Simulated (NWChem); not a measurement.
System: MgO; SMILES [O]=[Mg]

The following NWChem deck was run.

```
start job
memory heap 200 mb stack 900 mb global 1100 mb
geometry units angstroms noautoz
  Mg     0.000000     0.000000    -0.717394
  O      0.000000     0.000000     1.045864
end
basis spherical
  * library def2-tzvp
end
dft
  xc b3lyp
  iterations 150
  mulliken
end
task dft energy
```

Geometry: optimised at PBE-D3(BJ)/def2-SVP. B3LYP is NWChem's, with the RPA form of VWN correlation.

Problem. Give the results of this calculation. (B3LYP/def2-TZVP.) Quantities: energy (Ha); highest occupied level (eV); orbital gap (eV); dipole (D).

Solution. 
| Item | Result |
|---|---|
| energy (Ha) | -275.27 |
| highest occupied level (eV) | -5.93 |
| orbital gap (eV) | 2.05 |
| dipole (D) | 7.38 |
